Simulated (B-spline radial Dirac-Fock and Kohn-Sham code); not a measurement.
ΔSCF core binding energies without Breit or QED terms, calculated with a radial B-spline solver.

A sound run for Rh²⁺ in the configuration [Kr] 4d7: The ground state converged in 10 iterations, with total energy -4781.78284 Ha, virial ratio 1.95903 and highest orbital energy -32.00 eV. ΔSCF binding energies: K (1s) 23319.8 eV, L3 (2p3/2) 3042.1 eV, M5 (3d5/2) 339.4 eV.

A second run, with one unsound setting: The ground state had not converged after 59 iterations, with total energy -4780.50550 Ha, virial ratio 1.94866 and highest orbital energy -16.13 eV. ΔSCF binding energies: K (1s) 23348.3 eV, L3 (2p3/2) 3065.5 eV, M5 (3d5/2) 352.5 eV (not all states converged, so these are not final).

```
iter   energy (Ha)        error
   1    -4773.59221235  1.59e+00
   2    -4778.96276273  3.98e-01
   3    -4779.00105466  3.95e-01
   4    -4779.03884810  3.92e-01
   5    -4779.07614928  3.89e-01
   6    -4779.11296432  3.87e-01
   7    -4779.14929932  3.84e-01
   8    -4779.18516026  3.81e-01
   9    -4779.22055307  3.78e-01
  17    -4779.48753044  3.56e-01
  25    -4779.72773796  3.35e-01
  33    -4779.94375149  3.16e-01
  41    -4780.13790731  2.97e-01
  49    -4780.31232429  2.80e-01
  57    -4780.46892380  2.63e-01
  59    -4780.50549754  2.59e-01
```

**Question.** Which fault fits the second run best?
A. damping too heavy
B. speed of light below Z
C. box too small
D. mesh too coarse

**Answer.** A. The input had damp = 0.995; ndamp = 100: damp is so close to 1 that the orbitals hardly move in each step.
